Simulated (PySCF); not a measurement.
toluene (C7H8), singlet, at a GFN2-xTB geometry. Base run: PySCF with MP2/STO-3G.

PySCF was given this input:
```python
from pyscf import gto, scf, mp

mol = gto.Mole()
mol.atom = '''
    C    -2.400861   -0.093333    0.002877
    C    -0.903103   -0.032131    0.012584
    C    -0.149055   -1.188040    0.173211
    C     1.233345   -1.138534    0.161799
    C     1.883899    0.071158   -0.011041
    C     1.142750    1.228930   -0.172474
    C    -0.239818    1.175935   -0.160642
    H    -2.831019    0.854668    0.317638
    H    -2.761195   -0.881127    0.660799
    H    -2.757855   -0.308135   -1.005167
    H    -0.651361   -2.135614    0.309675
    H     1.804901   -2.046489    0.290024
    H     2.963253    0.111465   -0.018222
    H     1.643108    2.177214   -0.306473
    H    -0.812778    2.084109   -0.286158
'''
mol.basis = 'sto-3g'
mol.charge = 0
mol.spin = 0
mol.verbose = 4
mol.build()

mf = scf.RHF(mol)
mf.kernel()

pt = mp.MP2(mf)
pt.kernel()
print('E(MP2) = %.10f' % pt.e_tot)
mf.analyze()
```

Each row names what was changed in the base input (with any setting that the change needs).

```json
[
 {"change": "base", "ΔE vs base (kcal/mol)": "0.000", "MP2 correlation (Eh)": "-0.39839", "basis functions": "43"},
 {"change": "frozen = 6", "ΔE vs base (kcal/mol)": "1.84", "MP2 correlation (Eh)": "-0.39545", "basis functions": "43"},
 {"change": "method = cisd", "ΔE vs base (kcal/mol)": "-2.03", "MP2 correlation (Eh)": "-", "basis functions": "43"},
 {"change": "cart = on", "ΔE vs base (kcal/mol)": "0.000", "MP2 correlation (Eh)": "-0.39839", "basis functions": "43"},
 {"change": "density fitting = JK and correlation", "ΔE vs base (kcal/mol)": "-0.470", "MP2 correlation (Eh)": "-0.39833", "basis functions": "43"},
 {"change": "frozen = 7", "ΔE vs base (kcal/mol)": "2.11", "MP2 correlation (Eh)": "-0.39502", "basis functions": "43"},
 {"change": "method = ccsd", "ΔE vs base (kcal/mol)": "-54.73", "MP2 correlation (Eh)": "-0.39839", "basis functions": "43"},
 {"change": "method = ccsd(t)", "ΔE vs base (kcal/mol)": "-60.29", "MP2 correlation (Eh)": "-0.39839", "basis functions": "43"},
 {"change": "frozen = 8", "ΔE vs base (kcal/mol)": "15.57", "MP2 correlation (Eh)": "-0.37357", "basis functions": "43"}
]
```
